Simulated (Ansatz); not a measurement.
Job for Ansatz (a first-principles code): U-wB97M-V/def2-TZVPP on CHBr (SMILES [CH]Br), 2S+1 = 1, a spin state set in the input, which need not be the lowest.

Ansatz 0.2 input:
```yaml
crystal:
  periodic: [false, false, false]
  atoms:
    - {symbol: C, position_ang: [-1.42774766, 0.60632564, 0.00000000]}
    - {symbol: Br, position_ang: [0.30284710, -0.09472599, 0.00000000]}
    - {symbol: H, position_ang: [-2.03316240, -0.32254406, 0.00000000]}
basis:
  gaussian:
    orbitals: def2-TZVPP
hamiltonian:
  xc: {name: wB97M-V}
magnetization: {spin_polarized: true, initial_magnetization: 0}
```

Task: What total energy does the run end on?

Result: -2612.5750 hartree.

Task: How many basis functions does it have, and what does it roughly cost on one machine?

Result: 93 functions; around 17 core-seconds (rough).
